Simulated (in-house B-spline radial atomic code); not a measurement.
## RPA and G0W0 on HSE06: Gd³⁺

Configuration [Xe] 4f7, highest spin, mean-field start HSE06. Computed with an all-electron radial atomic-structure program (B-spline basis): all electrons, scalar-relativistic (spin-free one-electron X2C), finite nucleus, each spin shell either full or empty, empty states to l = 9 with an (l + 1/2)⁻⁴ tail; G0W0 by contour deformation at full frequency.

Without the two-electron picture change, the correlation of inner shells comes somewhat too large for so heavy an element.

Command:
```bash
python run_gw.py task.json out
```
Settings (radii: box in bohr, nucleus in fm):
```
Z                        64
electrons                61
configuration            [Xe] 4f7
hamiltonian              x2c
method                   hse06
lmax                     9
rms_radius               5.1569
spin_polarised           True
box_radius               14.14
intervals                68
```

Time taken, with all properties: 7.8 s on 1 thread of Arm Neoverse V2, on a shared host.

Energies (hartree):

```tsv
term	value
mean-field total	-11268.99828
Hartree-Fock functional on these orbitals	-11265.49281
direct second order	-5.937
second-order exchange	1.5768
SOSEX correction	1.4627
```

(1) What is the RPA correlation energy, and what remains with SOSEX?

Quasi-particle levels (eV):

| level | occupied | mean field | Σx - vxc | Σc | QP weight | G0W0 |
| --- | --- | --- | --- | --- | --- | --- |
| 4f up | yes | -38.35 | -9.77 | ? | ? | ? |
| 5p down | yes | -51.79 | -4.67 | -0.94 | 0.944 | -57.40 |
| 4f down | no | -26.104 | 14.26 | -8.91 | 0.909 | -20.756 |

G0W0 = mean field + (Σx - vxc) + Σc, with Σc (partial-wave tail included) taken at the quasi-particle energy. Only the outer levels were computed. Levels of low weight are left out.

(2) Where does G0W0 put 4f up?

Answers

(1) RPA gives -5.1534 hartree (-2.3 eV per electron); RPA + SOSEX gives -3.6907, and the second-order doubles -4.3602 hartree (no singles). RPA lacks exchange-type terms and so overcorrelates at short range.

(2) At -45.00 eV, with Σc = 3.12 eV and a quasi-particle weight of 0.905. The tabulated removal energy is 44.44 ± 0.08 eV (NIST, semi-empirical); the calculation leaves out spin-orbit coupling, Breit and QED terms, and what these don't explain is the method's own error.
